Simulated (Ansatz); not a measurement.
`[CH3][InH][SeH]`, relaxed with RKS PBE0-D4/def2-TZVP in Ansatz from a GFN2-xTB geometry. The force threshold is 0.005 eV/Å; the program also tests the step.

Charge 0, multiplicity 1. In: def2 effective core potential.

Start:

```xyz
8

C    -0.242   -0.107    1.297
In    0.316   -0.722   -0.767
Se    0.299    1.083   -2.538
H    -0.010   -0.885    2.020
H     0.313    0.800    1.534
H    -1.309    0.109    1.316
H     0.766   -2.315   -1.316
H    -0.132    2.037   -1.547
```

```tsv
step	energy (eV)	largest force (eV/Å)	largest move (Å)
1	-71634.1920	0.850	0.000
2	-71634.2292	0.297	0.113
3	-71634.2467	0.058	0.060
4	-71634.2474	0.039	0.011
5	-71634.2476	0.020	0.021
6	-71634.2478	0.004	0.013
```

End:

```xyz
8

C    -0.229   -0.113    1.261
In    0.313   -0.744   -0.713
Se    0.278    1.040   -2.492
H    -0.025   -0.888    1.999
H     0.327    0.789    1.520
H    -1.294    0.124    1.278
H     0.771   -2.288   -1.311
H    -0.141    2.079   -1.542
```

Hardware: 4 threads of an Arm Neoverse V1 on a shared host. Wall time 19 s, peak host memory 0.42 GiB.
